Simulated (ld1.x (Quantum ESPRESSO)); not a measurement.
Varying the TM potential for indium (In)

Base potential:

```json
{
 "Element": "In",
 "Generator": "ld1.x (Quantum ESPRESSO) 7.5",
 "Type": "norm-conserving Troullier–Martins (Kleinman–Bylander form)",
 "Functional": "PBE",
 "Relativity": "scalar-relativistic",
 "Frozen core": "[Ar] 3d10 4s2",
 "Valence charge": "19",
 "Reference configuration": "4p6 4d10 5s1.75 5p1.25",
 "Partial waves": "5s (bound): rc 1.80 bohr; 4p (bound): rc 1.20 bohr; 4d (bound): rc 1.35 bohr",
 "Local potential": "all-electron potential smoothed inside 1.20 bohr (lloc = -2)",
 "Core correction": "a·sin(br)/r model core inside 0.70 bohr"
}
```

Occupied shells without a wave of their own: 5p. They enter only through the test configuration that unscreens the potential, and ld1.x also counts them in the model core charge.

All-electron outer shells of the reference configuration (PBE, scalar-relativistic, ld1.x):

```tsv
shell	level (eV)	outermost node (bohr)	outermost maximum (bohr)
3d	-433.14	–	0.26
4s	-120.10	0.41	0.77
4p	-78.57	0.42	0.82
4d	-19.05	0.40	0.94
5s	-8.47	1.02	2.16
5p	-2.70	1.14	2.85
```

Cutoffs, loose and tight: the cutoffs (Ry, on a coarse ladder) from which the occupation-weighted sum of valence levels, in a spherical-Bessel basis at the reference potential, stays within 10 and 1 mRy of its value at 400 Ry. They do not see the model core or the augmentation charge, which bear on the density cutoff. Test errors are all-electron minus pseudo excitation energies from the reference, over the configurations 4p6 4d10 5s2 5p1; 4p6 4d10 5s2 5p0; 4p6 4d10 5s1 5p0; 4p6 4d10 5s0 5p0; 4p6 4d10 5s2 5p1.3; 4p6 4d10 5s1 5p2; 4p5 4d10 5s2 5p1. A dash means not determined; rows that change the core or the reference have their own tests. The largest error is taken over the tests solved by every variant that gives reliable tests at all: 4p6 4d10 5s0 5p0; 4p6 4d10 5s1 5p0; 4p6 4d10 5s1 5p2; 4p6 4d10 5s2 5p0; 4p6 4d10 5s2 5p1; 4p6 4d10 5s2 5p1.3.

With those shells counted twice in exchange and correlation these files are broken, and their errors move erratically; no question is asked of them.

A true bound ghost makes a file unfit for plane-wave use even where its test errors are small: the radial tests pick states by their node count and pass the ghost by. Where a test does run into it, the solver fails or the error is huge.

```csv
change,outcome,"cutoff, loose","cutoff, tight",bound ghosts,largest test error (meV)
base,generated,100 Ry,160 Ry,s,-911
"type PAW; waves now 5s (bound): rcut 1.55, rcutus 1.80 bohr; 5s channel at 1.05 Ry: rcut 1.55, rcutus 1.80 bohr; 4p (bound): rc 1.20 bohr; 5p (bound): rc 1.20 bohr; 4d (bound): rcut 1.15, rcutus 1.35 bohr; 4d channel at -1 Ry: rcut 1.15, rcutus 1.35 bohr; local potential all-electron potential smoothed inside 1.05 bohr (lloc = -2); augmentation BESSEL, radius 1.20 bohr",failed: invmat: error in DGETRF,–,–,–,–
local potential the d channel,generated,100 Ry,160 Ry,s,-698
functional Wu–Cohen,generated,100 Ry,160 Ry,s,-1227
"all radii but the core radius scaled by about 1.10 (s 1.98, p 1.32, d 1.48 bohr); local potential all-electron potential smoothed inside 1.32 bohr (lloc = -2)",generated,90 Ry,140 Ry,s,-659
wave 4p (bound): rc 1.20 bohr becomes 4p (bound): rc 1.18 bohr,generated,100 Ry,180 Ry,s,-900
local potential all-electron potential smoothed inside 1.18 bohr (lloc = -2),generated,100 Ry,160 Ry,s,-1122
```
